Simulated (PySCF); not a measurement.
**Gas-phase XPS of Si(SH)2Me2, computed**

Species: Si(SH)2Me2, C₂H₈S₂Si.
Bonds: Si1–S2, Si1–S4, Si1–C6, Si1–C10. Hydrogens: H3 on S2; H5 on S4; H7, H8, H9 on C6; H11, H12, H13 on C10.

Computed with PySCF, delta-SCF UKS SCAN, pcX-2 on the ionised atom, pcseg-1 elsewhere, spin-free X2C. Each binding energy is the total energy of the core-ionised species, with the hole localised on one atom, minus that of the ground state; both are solved self-consistently, so orbital relaxation is included.

Q: Give the core binding energies atom by atom.

A: 
```csv
atom(s),bonded to,level,binding energy (eV),2p1/2 (eV),count
S2/S4,H and Si,S 1s,2476.87,–,2
Si1,2 S and 2 C,Si 1s,1847.03,–,1
C6/C10,3 H and Si,C 1s,290.37,–,2
Si1,2 S and 2 C,Si 2p3/2,107.11,107.74,1
```

Q: Express the binding energy of Si 1s of Si1 in atomic units and per mole.

A: 1847.03 eV = 67.8771 Eh = 178211 kJ/mol.

Q: Which photon wavelength matches the Si 1s of Si1 threshold?

A: λ = hc/E = 12398.42 eV Å / 1847.03 eV = 6.713 Å.

Atoms equivalent by their bonding share one computed value, that of the first of them. Not every level is listed. 2p3/2 and 2p1/2 are the ΔSCF energy of one spin-free 2p hole plus the eigenvalues of a spin–orbit and ligand-field matrix of the shell. 2p1/2 minus 2p3/2 (ligand field included): Si 0.63 eV. Geometry: PBE0-D3(BJ)/def2-SVP, one conformer, isolated molecule.
